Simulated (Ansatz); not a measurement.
Cu4Os, relaxed as a singlet with RKS B3LYP-D4/def2-SVP in Ansatz, starting from the GFN2-xTB geometry. Force threshold 0.02 eV/Å.

In the def2 sets Os takes a core potential; there is no spin–orbit coupling. The restricted singlet is unstable towards broken spin symmetry at other levels; at B3LYP-D4/def2-SVP this wasn't settled. Another isomer (quintet) lies 0.72 eV lower at PBE0-D4/def2-TZVP; other spin states weren't run for this one.

Start:

```tsv
atom	x (Å)	y (Å)	z (Å)
Os1	-0.116	-0.259	0.474
Cu2	-1.875	0.411	-1.096
Cu3	2.180	0.307	-0.169
Cu4	0.397	0.903	-1.645
Cu5	-0.587	-1.362	2.437
```

```
step   energy (eV)  largest force component (eV/Å)  SCF passes
   1  -181009.6101                           0.736          78
   2  -181009.7281                           0.185          48
   3  -181009.7329                           0.358          57
   4  -181009.8305                           0.336          57
   5  -181009.9673                           0.379          52
   6  -181010.1480                           0.419          50
   7  -181010.2726                           0.222          49
   8  -181010.3507                           0.187          40
   9  -181010.3917                           0.165          41
  10  -181010.4523                           0.235          48
  11  -181010.5266                           0.283          49
  12  -181010.5378                           0.219          49
  13  -181010.5586                           0.040          41
  14  -181010.5587                           0.006          41
```

Force components are those of the run's own axes.

End:

```tsv
atom	x (Å)	y (Å)	z (Å)
Os1	-0.1383	1.0553	0.7186
Cu2	-1.7123	-0.2205	-0.5798
Cu3	1.7816	-0.3073	0.2202
Cu4	0.3876	0.7568	-1.6108
Cu5	-0.3185	-1.2843	1.2518
```

Bonds formed: Cu2–Cu5, Cu3–Cu5 (atoms count from 1).

No frequencies were taken in this run, so the end may be a saddle point.

Run time 70 s (4 threads of Arm Neoverse V2 on a shared host), peak host memory 0.66 GiB.
